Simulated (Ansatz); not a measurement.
Consider the silylene formation by 1,1-elimination: `[SiH3]C#[C][GeH3]` → `C#[C][GeH3]` + `[SiH2]`.

Program: Ansatz. Geometries: PBE0-D4/def2-TZVP. ΔE: electronic, gas phase. CBS: MP2 limit from def2 TZ/QZ plus the TZ coupled-cluster correction, frozen cores. This one scheme is used for every species. Functionals use def2-TZVPP. HSE06 is defined as in plane-wave codes. For Ge outer-core shells are correlated without core-valence functions, which leaves a few kJ/mol of doubt a bond. Scalar relativity is left out up to krypton.

CCSD(T)/CBS gives +273.0 kJ/mol.

(1) Another level gave +270.1 kJ/mol. Which?
A. r2SCAN0/def2-TZVPP
B. RPA@PBE/def2-TZVPP
C. HSE06-D4/def2-TZVPP
D. CAM-B3LYP/def2-TZVPP

Largest T1 diagnostic among the species: 0.014.

Answers

(1) D. CAM-B3LYP 270.1, HSE06-D4 283.9, RPA@PBE/def2-TZVPP 249.9, r2SCAN0 293.0 kJ/mol.

At CCSD(T), def2-SVP lies −15.9 kJ/mol from the extrapolated value and def2-TZVPP −6.2 kJ/mol. From PBE to PBE0 (25 % exact exchange), in def2-TZVPP and without D4, ΔE moves by +8.3 kJ/mol. The D4 term adds +10.1 kJ/mol with B3LYP and +5.5 kJ/mol with PBE0; it sums over pairs of atoms, weighted by their polarisabilities, and B3LYP, whose exchange is more repulsive, gets the larger term.

B3LYP here is the variant with VWN-RPA as its local correlation; programs differ in this.
